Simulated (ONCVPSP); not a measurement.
## B (Z = 5): excitation energies, all-electron against ONCV

```json
{
 "Element": "boron (B)",
 "Generator": "ONCVPSP 4.0.1",
 "Type": "optimised norm-conserving Vanderbilt (ONCV)",
 "Functional": "PBE",
 "Relativity": "scalar-relativistic",
 "Frozen core": "[He]",
 "Valence charge": "3",
 "Reference configuration": "2s2 2p1",
 "Partial waves": "2s: rc 1.50 bohr, ncon 3, nbas 7, qcut 3.6 1/bohr, local; 2p: rc 3.50 bohr, ncon 4, nbas 8, qcut 4.7 1/bohr, 2 projectors, debl 1 Ha; d scattering state at 0.29 Ha: rc 3.25 bohr, ncon 4, nbas 9, qcut 3.4 1/bohr, 2 projectors, debl 0.5 Ha",
 "Local potential": "the s channel",
 "Core correction": "Teter function, fcfact 1.75, rcfact 1.1"
}
```

Energies are relative to the spin-unpolarised reference configuration 2s2 2p1; without spin polarisation the order of configurations can differ from experiment.

```json
{"valence configuration": "2s1 2p0", "charge": "+2", "ΔE all-electron (eV)": "33.642", "error AE − PS (meV)": "+386"}
{"valence configuration": "2s2 2p0.5", "charge": "+0.5", "ΔE all-electron (eV)": "2.887", "error AE − PS (meV)": "+20"}
```

What are ΔE and the potential's error for 2s1 2p2?

ΔE = 5.851 eV all-electron; the error (AE − PS) is -26 meV.

What are ΔE and the potential's error for 2s2 2p0?

ΔE = 8.219 eV all-electron; the error (AE − PS) is +129 meV.
